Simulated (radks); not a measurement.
Values are calculated unless marked as measured or tabulated.
Task: These are the eigenvalues of the occupied orbitals of an atom or ion with whole-number occupations (hartree). Code: a radial shooting solver on a logarithmic mesh with Libxc functionals. Model: scalar-relativistic Kohn-Sham, PBE, spin-polarised, spherical densities, finite nucleus; Fermi nuclear charge, rms radius of each element as measured or else 0.836 A^(1/3) + 0.57 fm.

orbital  eigenvalue
1s        -46.29127
2s         -2.93426
2p         -1.71303
3s         -0.17292

Which element is it, and in what charge state? The configuration may be excited. Open shells, if any, are filled with parallel spins first.

Result: Z = 12, magnesium, charge 0: Mg in [Ne] 3s2. The list shows which subshells hold electrons but not how many an open one holds; the 1s level, -46.291 hartree, gives Z - s = 9.6 by -(Z - s)^2/2, which with screening and relativity narrows Z to a few neighbours, and the depths of the outer levels then fix element, charge and occupations together.
